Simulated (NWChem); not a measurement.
# CH3FOSn, singlet; SMILES C[O][Sn][F]

```xyz
7

Sn     0.3065    -0.4323     0.0549
F     -1.5042    -0.3309    -0.7092
O      0.4562     1.5186     0.3943
C     -0.5056     2.4986     0.1187
H     -0.7889     3.0264     1.0476
H     -0.0918     3.2551    -0.5727
H     -1.4213     2.0800    -0.3344
```
Atoms are numbered in this order, from 1.

Program: NWChem. Low-valent species are run as closed-shell singlets; no triplet was tried in these runs. All runs use the structure optimised with PBE0/def2-SVP. def2 effective core potentials on Sn; no spin-orbit coupling. Static field.

Estimate the computed values for B3LYP/def2-SVPD. Quantities: isotropic polarisability (bohr³); anisotropy (bohr³).


| Property | Value |
|---|---|
| isotropic polarisability (bohr³) | 57.1 |
| anisotropy (bohr³) | 23.0 |
